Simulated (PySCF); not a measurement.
## Assignment exercise: C₆H₇FO₂

Structure with atom numbers: `[CH3:1][O:2]/[CH:3]=[C:4](\[CH3:5])[C:6]([F:7])=[C:8]=[O:9]` (H(Xn): hydrogen on atom n).

Computed data (PySCF 2.14): structure optimised with GFN2-xTB, PBE0/pcSseg-1 with gauge-including orbitals. Gas phase, relativity neglected, one computed conformer, equivalent nuclei averaged.

Scale: 13C (σ = 186.93 ppm) and 1H (σ = 31.72 ppm) vs TMS (reference shieldings calculated alike).

**Question.** Assign these signals to the numbered atoms. 13C{1H} NMR (computed): δ 287.8 (C), 142.3 (CH), 140.4 (C), 102.0 (C), 60.8 (CH3), 9.1 (CH3).

**Answer.** 
287.8 → C8, central carbon of a ketene
142.3 → C3, alkene carbon bearing oxygen: an sp2 carbon further deshielded by the attached heteroatom
140.4 → C6, terminal carbon of a ketene
102.0 → C4, β carbon of an enol-ether or enamine type C=C: the O or N lone pair pushes π density onto this β carbon and shields it
60.8 → C1, methyl carbon bonded to O: the inductive effect lowers its shielding
9.1 → C5, allylic methyl carbon: a saturated carbon with 1 carbon neighbour and no heteroatom attached

C3 and C6 lie closer than the usual error of such a calculation, so a measured spectrum could show them in the other order.

**Question.** Assign these signals to the numbered atoms. 1H NMR (600 MHz, computed): δ 6.04 (m, 1H), 3.90 (s, 3H), 1.59 (s, 3H).

**Answer.** 
| δ (ppm) | atoms | environment | reason |
| --- | --- | --- | --- |
| 6.04 | H(C3) | hydrogen on an alkene carbon bearing oxygen | attached to an sp2 carbon and in the plane of the double bond |
| 3.90 | H(C1) | hydrogen on a methyl carbon bonded to O | its carbon carries O, hence the downfield position |
| 1.59 | H(C5) | hydrogen on an allylic methyl carbon | allylic position |

Splittings by 19F in the carbon and heteronuclear signals aren't shown, as no couplings were computed. Shifts are as computed. Against solution values, carbons near 30 ppm lie about +3 ppm off and those near 130 ppm about +5 ppm. Of 1211 compounds with measured shifts, 218 miss one by over three times the rms of a fit or turn the order of signals round; such compounds aren't used in these exercises. No couplings were computed; multiplicities are counted from neighbouring protons, with m where these are inequivalent, close in shift, in a saturated or five-membered ring or joined by F or P, and br s for small geminal =CH2 splittings.
